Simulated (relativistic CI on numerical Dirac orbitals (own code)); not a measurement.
Calculated at this level of theory: Dirac-Coulomb-Breit CI, orbitals from a KLI potential per configuration, QED by a radiative potential, valence Slater integrals scaled by 0.85, P86 correlation estimate, and configurations built on the next ion tied to the tabulated ionisation energy (semi-empirical) (own radial code, finite nucleus).

CI space (outside the closed core [Kr]): 4d10 5s, 4d10 5p, 4d9 5s2, 4d10 6s, 4d10 5d, 4d10 4f, 4d10 5f, 4d10 6p, 4d10 7s, 4d10 6d, 4d10 7p, 4d10 5g, 4d10 7d, 4d9 5s 4f, 4d10 6g, 4d9 5s 5p, 4d8 5s 5p2, 4d9 5p2. Levels of other configurations are missing.

Configurations that consist of the next ion and one excited electron were tied to the tabulated ionisation energy; Rydberg ones are usually within 1,000 to 3,000 cm⁻¹ and the lowest ones within about 6,000 (9,000 in d shells), while levels on excited terms of the next ion carry the error of that term, and the other configurations can be misplaced by 10,000 cm⁻¹ or more. Rates follow the energies as ν³ (E1, M1) or ν⁵ (E2), so rates, branching and lifetimes can be off by large factors. The fine structure of a lone outer electron comes out too small, for d and f at times inverted, and misplaced configurations move strength between like terms. 7 of the 7 excited levels that our extract of the measured tables holds in this range could be paired (the sources list more); they are missed by 1459 cm⁻¹ on average and 3958 at most, and levels without a partner can miss by more.

Outline of the computed level scheme of Cd II. Lowest level of each configuration: 4d10 5s 2S_1/2 at 0.0000 eV; 4d10 5p 2P°_1/2 at 5.9629 eV; 4d9 5s2 2D_5/2 at 8.6889 eV; 4d10 6s 2S_1/2 at 10.3810 eV; 4d10 5d 2D_3/2 at 11.0899 eV; 4d10 6p 2P°_1/2 at 11.8031 eV; 4d9 5s 5p 4P°_5/2 at 12.9110 eV; 4d10 7s 2S_1/2 at 13.3296 eV; 4d10 4f 2F°_7/2 at 13.4962 eV.

Some strong electric-dipole decays among the lowest 33 levels: 4d10 5p 2P°_3/2 → 4d10 5s 2S_1/2 (6.3e+08 s⁻¹); 4d10 5d 2D_5/2 → 4d10 5p 2P°_3/2 (5.9e+08 s⁻¹); 4d10 5p 2P°_1/2 → 4d10 5s 2S_1/2 (5.5e+08 s⁻¹); 4d10 5d 2D_3/2 → 4d10 5p 2P°_1/2 (5.3e+08 s⁻¹); 4d10 6s 2S_1/2 → 4d10 5p 2P°_3/2 (2.7e+08 s⁻¹); 4d10 4f 2F°_7/2 → 4d10 5d 2D_5/2 (2.3e+08 s⁻¹); 4d10 4f 2F°_5/2 → 4d10 5d 2D_3/2 (2.0e+08 s⁻¹); 4d10 6s 2S_1/2 → 4d10 5p 2P°_1/2 (1.4e+08 s⁻¹).

Rates of lines that live on the mixing of spin multiplicities can be off by large factors.

LS names give the leading component of a level, which can be under half, so a name can repeat, a term be missing and a line seem to break the LS rules.
